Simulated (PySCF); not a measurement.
FH6SbSi2.
Atom-mapped SMILES: `[F:1][SiH2:2][SbH:3][SiH3:4]` (hydrogens: H5, H6 on Si2; H7 on Sb3; H8, H9, H10 on Si4)

A GFN2-xTB structure was refined with PBE0-D3(BJ)/def2-SVP geometry optimisation, gas phase, def2 core potentials past Kr in PySCF. Its GFN2-xTB values:

```json
{"coordinate": "F1–Si2", "GFN2-xTB": "1.639 Å"}
{"coordinate": "Si2–Sb3", "GFN2-xTB": "2.509 Å"}
{"coordinate": "Si2–H5", "GFN2-xTB": "1.464 Å"}
{"coordinate": "Sb3–Si4", "GFN2-xTB": "2.569 Å"}
{"coordinate": "Sb3–H7", "GFN2-xTB": "1.698 Å"}
{"coordinate": "Si4–H8", "GFN2-xTB": "1.446 Å"}
{"coordinate": "F1–Si2–Sb3", "GFN2-xTB": "101.4°"}
{"coordinate": "F1–Si2–H5", "GFN2-xTB": "102.7°"}
{"coordinate": "Si2–Sb3–Si4", "GFN2-xTB": "96.7°"}
{"coordinate": "Si2–Sb3–H7", "GFN2-xTB": "91.7°"}
{"coordinate": "Sb3–Si2–H5", "GFN2-xTB": "122.5°"}
{"coordinate": "Sb3–Si2–H6", "GFN2-xTB": "113.8°"}
{"coordinate": "Sb3–Si4–H9", "GFN2-xTB": "113.4°"}
{"coordinate": "Sb3–Si4–H10", "GFN2-xTB": "107.2°"}
{"coordinate": "F1–Si2–Sb3–Si4", "GFN2-xTB": "78°"}
```

Problem. How do these coordinates change at the PBE0-D3(BJ)/def2-SVP level?

Solution. 
| coordinate | PBE0-D3(BJ)/def2-SVP (Å or °) | change |
| --- | --- | --- |
| Si2–Sb3 | 2.571 | +0.062 |
| Si4–H8 | 1.494 | +0.048 |
| Si2–H5 | 1.493 | +0.029 |
| Sb3–H7 | 1.720 | +0.022 |
| Sb3–Si4 | 2.582 | +0.013 |
| F1–Si2 | 1.631 | -0.008 |
| Sb3–Si2–H5 | 113.1 | -9.4 |
| Si2–Sb3–Si4 | 89.4 | -7.3 |
| F1–Si2–Sb3 | 107.6 | +6.2 |
| F1–Si2–H5 | 107.5 | +4.8 |
| Si2–Sb3–H7 | 88.6 | -3.1 |
| Sb3–Si2–H6 | 110.9 | -2.9 |
| Sb3–Si4–H9 | 111.8 | -1.6 |
| Sb3–Si4–H10 | 108.1 | +0.9 |
| F1–Si2–Sb3–Si4 | 76 | -2 |

The energy falls by 4.3 kcal/mol over 6 energy and gradient evaluations, the largest force component goes from 0.0241 to 1.0e-04 Eh/bohr, and the atoms move by 0.159 Å rms after alignment. The bond that changes most is Si2–Sb3 (ends: fluorine-bound silicon; antimony bonded to 2 Si and H), which lengthens by 0.062 Å. Bonds longer at the end by more than 0.005 Å: 8 of 9; shorter: 1. Rotational constants go from 2698, 1427, 1055 to 2494, 1448, 1027 MHz.

The run used 106 basis functions and 39 SCF cycles in all. The run took 30 s of wall time on one thread of an Arm Neoverse V1, shared host with 32 logical CPUs at a one-minute load of 9.7, and the process peaked at 0.45 GiB of memory.

Whether it is a minimum is left open (no frequencies). The numbers are those of one conformer.

Conformer computed: `[F:1][SiH2:2][SbH:3][SiH3:4]`: F1–Si2–Sb3–Si4 76°.
